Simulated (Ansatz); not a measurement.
Two members of one family (Series SeX2), computed with Ansatz in the gas phase. The two geometries come from different levels. Binding counts from free atoms in the multiplicity of their measured ground term, without zero-point energy. The structures are stationary points that may keep the symmetry of their start.

First: SeCl2 (singlet, charge 0, PBE0-D4/def2-TZVP geometry).

| atom | x (Å) | y (Å) | z (Å) |
| --- | --- | --- | --- |
| Se1 | 0.038 | -0.769 | -0.475 |
| Cl2 | -0.298 | -0.487 | 1.626 |
| Cl3 | 0.261 | 1.256 | -1.150 |

```
             level  HOMO (eV)  LUMO (eV)  gap (eV)  binding per atom (eV)
   PBE-D4/def2-SVP      -5.51      -3.24      2.27                   1.95
  PBE0-D4/def2-SVP      -6.87      -2.40      4.47                   1.77
HSE06-D4/def2-TZVP      -6.58      -2.93      3.65                   1.87
 ωB97X-V/def2-TZVP      -9.32      -0.35      8.97                   1.83
 ωB97M-V/def2-TZVP      -9.15      -0.42      8.73                   1.82
```

Second: SeH2 (singlet, charge 0, PBE-D4/def2-TZVP geometry).

```xyz
3

Se    0.043    0.173    0.671
H     0.571   -0.934   -0.155
H    -0.614    0.761   -0.516
```

Problem. Estimate the same table for the second.

Solution. 
```json
{"level": "PBE-D4/def2-SVP", "HOMO (eV)": "-5.65", "LUMO (eV)": "-0.63", "gap (eV)": "5.02", "binding per atom (eV)": "2.36"}
{"level": "PBE0-D4/def2-SVP", "HOMO (eV)": "-6.91", "LUMO (eV)": "0.30", "gap (eV)": "7.21", "binding per atom (eV)": "2.31"}
{"level": "HSE06-D4/def2-TZVP", "HOMO (eV)": "-6.70", "LUMO (eV)": "-0.38", "gap (eV)": "6.32", "binding per atom (eV)": "2.31"}
{"level": "ωB97X-V/def2-TZVP", "HOMO (eV)": "-9.45", "LUMO (eV)": "2.17", "gap (eV)": "11.62", "binding per atom (eV)": "2.37"}
{"level": "ωB97M-V/def2-TZVP", "HOMO (eV)": "-9.31", "LUMO (eV)": "1.98", "gap (eV)": "11.29", "binding per atom (eV)": "2.34"}
```
